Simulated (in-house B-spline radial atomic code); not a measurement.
The numbers below are computed, except where a source is named.
## Extrapolating the RPA correlation energy in partial waves: Te⁴⁺

All-electron RPA on Hartree-Fock orbitals from an all-electron radial atomic-structure program (B-spline basis), scalar-relativistic (spin-free one-electron X2C), finite nucleus, configuration [Kr] 4d10 5s2. With empty states up to angular momentum L the sums are:

```tsv
L	E_c(L) (hartree)
4	-2.998639
5	-3.257191
6	-3.385882
7	-3.455390
8	-3.493567
```

For large l each further wave adds A/(l + 1/2)⁴, because the basis must build the cusp where two electrons meet.

**Question.** Estimate the limit from L = 7 and L = 8.

**Answer.** Wave 8 adds -0.038177, against a sum of (l + 1/2)⁻⁴ of 1.91569e-04, so A = -199.29. The sum over l > 8 is ζ(4, 9.5) = 4.5445e-04, close to 1/(3 × 9³) = 4.5725e-04. The tail is -0.090567 and the limit -3.58413 hartree.

**Question.** How good is the estimate?

**Answer.** A run to L = 11 sums to -3.53979 and extrapolates to -3.57123 hartree, 2.35 millihartree from the run before, so it has not settled and is itself too deep. The estimate differs from that by -12.90 millihartree, while the bare sum at L = 8 misses 77.7 millihartree (2.2 %).
